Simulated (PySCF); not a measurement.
## S (sulfur, neutral) across methods

[Ne] 3s2 3p3 4s1, 4s spin antiparallel (an excited configuration). Calculation: PySCF 2.14, in aug-cc-pV(Q+d)Z (7s6p5d3f2g, 89 functions); no relativity, point nucleus.

```
 method  E (hartree)  mean ε 3s β (eV)  mean ε 3p α (eV)  mean ε 4s β (eV)  Σ⟨r²⟩ (bohr²)   ⟨S²⟩
    PBE    -397.6902           -19.687           -12.260            -1.828          49.59  3.000
  B3LYP    -397.8832           -20.985           -13.292            -2.047          48.83  3.000
    LDA    -396.4776           -19.883           -12.179            -1.723          48.67  3.000
    M06    -397.8540           -20.705           -13.430            -2.183          47.68  3.001
   PBE0    -397.7247           -21.054           -13.810            -2.207          49.53  3.000
wB97M-V    -397.8405           -23.775           -15.666            -3.046          47.70  3.001
   PW91    -397.8485           -19.758           -12.308            -1.838          49.55  3.000
    UHF   -397.27979           -23.580           -17.714            -2.905          49.71  3.000
```

Problem. Estimate the same row for r2SCAN.

Solution. E (hartree) = -397.8351; mean ε 3s β (eV) = -19.713; mean ε 3p α (eV) = -12.876; mean ε 4s β (eV) = -1.808; Σ⟨r²⟩ (bohr²) = 49.51; ⟨S²⟩ = 3.000.

The outer electron is Rydberg-like, and this basis confines it to a smaller radius and binds it less than a complete one would. With the s spin flipped the determinant is a mixture of two multiplicities, not a spectroscopic state.
